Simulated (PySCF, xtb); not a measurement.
C2H8FNSi2, SMILES F[Si@@H]1CNC[SiH2]1. Other conformers were not sampled.

Harmonic wavenumbers (cm⁻¹) from GFN2-xTB in xtb at its own minimum, in rising order: 79, 142, 186, 274, 299, 398, 444, 464, 520, 548, 616, 665, 672, 673, 763, 781, 796, 808, 871, 970, 1087, 1144, 1225, 1254, 1265, 1403, 1470, 1478, 2206, 2245, 2275, 2927, 2935, 2985, 2985, 3354.

### Question
What does r2SCAN-D4/def2-SVP in PySCF 2.14.0 give at its own minimum? (The exact figures need the calculation; the answer reports its results.)

### Answer
60, 170, 194, 278, 308, 397, 424, 492, 544, 625, 633, 674, 705, 748, 788, 817, 867, 888, 921, 961, 1106, 1138, 1208, 1231, 1306, 1410, 1423, 1466, 2198, 2213, 2213, 3014, 3032, 3105, 3112, 3511. Paired by order, the mean absolute difference is 41 cm⁻¹ and the zero-point energies are 61.8 and 63.2 kcal/mol.
